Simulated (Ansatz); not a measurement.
Species: methyltin triiodide, CH$_{3}$I$_{3}$Sn, net charge 0, singlet state. SMILES: [CH3][Sn]([I])([I])[I]
Geometry from a B3LYP-D3(BJ)/def2-TZVP (Ansatz, a program for electronic structure) optimisation:
```xyz
8

C     -2.7035    -0.4243     0.1207
Sn    -0.5827    -0.0914     0.0260
I      0.5398    -1.7160    -1.8173
I     -0.0654     2.4713    -0.6534
I      0.5532    -0.5941     2.4248
H     -2.8695    -1.4631     0.3960
H     -3.1164     0.2458     0.8710
H     -3.1219    -0.2121    -0.8603
```
Charge 0, spin multiplicity 1.

Quantity: atomisation energy (electronic, to ground-state atoms), in kcal/mol. Valence correlation only, unless marked. Open shells are spin-unrestricted. Spin-orbit coupling is left out. Frozen are the shells of the preceding noble gas and the d and f shells that filled before the atom's block. In def2 rows, elements after Kr have scalar-relativistic effective core potentials. The coupled-cluster limit lacks core correlation, which all-electron functionals hold. CBS(X,Y): correlation extrapolated as X^-3; Hartree-Fock from the larger set.

```csv
level,program,atomisation energy (kcal/mol)
PBE/def2-TZVPD,Ansatz,546.3
PBE-D3(BJ)/def2-TZVPD,Ansatz + dftd3,553.8
r2SCAN/def2-TZVPD,Ansatz,544.6
B3LYP/def2-TZVPD,Ansatz,525.1
PBE0-D4/def2-TZVP,Ansatz + dftd4,547.2
PBE0/def2-TZVPD,Ansatz,540.1
B2GP-PLYP-D4/def2-TZVPD,Ansatz + dftd4,532.5
B2GP-PLYP/def2-TZVPD,Ansatz,528.6
B2PLYP-D4/def2-TZVPD,Ansatz + dftd4,533.8
RPA@PBE/def2-QZVPP,Ansatz,497.2
"MP2/CBS(def2-TZVPP,def2-QZVPP)",Ansatz,556.7
CCSD/def2-SVP,Ansatz,490.7
CCSD/def2-QZVPP,Ansatz,525.6
CCSD(T)/def2-SVPD,Ansatz,505.7
"CCSD(T)/CBS(def2-TZVPPD,def2-QZVPPD)",Ansatz,545.8
```
